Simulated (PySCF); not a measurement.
Core-level binding energies of `[CH3][Ge@H]([CH2][SiH3])[O][GeH3]`

Species: C2H12Ge2OSi.
Z-matrix (Å and degrees, PBE0-D3(BJ)/def2-SVP geometry), rows numbered from 1:
```
C 
Ge  1  1.9463
C   2  1.9606  1  111.84
Si  3  1.8779  2  115.49  1   -34.94
O   2  1.7825  1  108.85  3  -120.06
Ge  5  1.7714  2  132.62  1    66.67
H   1  1.1004  2  110.51  3    59.62
H   1  1.1004  2  110.62  3   -60.31
H   1  1.0993  2  110.17  3   179.45
H   2  1.5411  1  112.01  3   124.96
H   3  1.1028  2  107.28  1  -157.75
H   3  1.1034  2  108.39  1    87.28
H   4  1.4970  3  110.75  2   -51.81
H   4  1.4958  3  111.55  2  -172.26
H   4  1.4958  3  110.34  2    67.34
H   6  1.5441  5  109.91  2   -49.68
H   6  1.5432  5  109.54  2    71.00
H   6  1.5369  5  105.95  2  -169.52
```

Computed with delta-SCF UKS SCAN, pcX-2 on the ionised atom, pcseg-1 elsewhere, spin-free X2C in PySCF. These are vertical core ionisation energies against the vacuum level, from separate self-consistent calculations with and without the core hole.

**Question.** What binding energy does each computed site have?

**Answer.** 
```tsv
atom(s)	environment	level	binding energy (eV)	2p1/2 (eV)	above the level's lowest (eV)	count
Si4	SiH3 silicon	Si 2p3/2	106.60	107.22	0.00	1
C3	sp3 carbon bound to silicon	C 1s	289.84	–	0.00	1
C1	sp3 carbon bound to germanium	C 1s	290.17	–	+0.33	1
O5	oxygen bonded to 2 Ge	O 1s	536.52	–	0.00	1
Si4	SiH3 silicon	Si 1s	1846.38	–	0.00	1
```

Lowest listed C 1s: C3, bonded to 2 H, Ge and Si. Highest, 0.33 eV above it: C1, bonded to 3 H and Ge.

**Question.** Which photon energy gives electrons from C 1s of C1 a kinetic energy of 200 eV, and what is their de Broglie wavelength?

**Answer.** hν = 290.17 + 200 = 490.17 eV, recoil neglected; λ = 12.264 Å/√(E/eV) = 0.87 Å.

The 2p values add to the ΔSCF energy of one spin-free hole a correction within the shell (spin–orbit coupling, ligand field). 2p1/2 minus 2p3/2 (ligand field included): Si 0.62 eV. No level of germanium is listed. The structure is a single PBE0-D3(BJ)/def2-SVP conformer in the gas phase; no vibrational or solvent corrections.
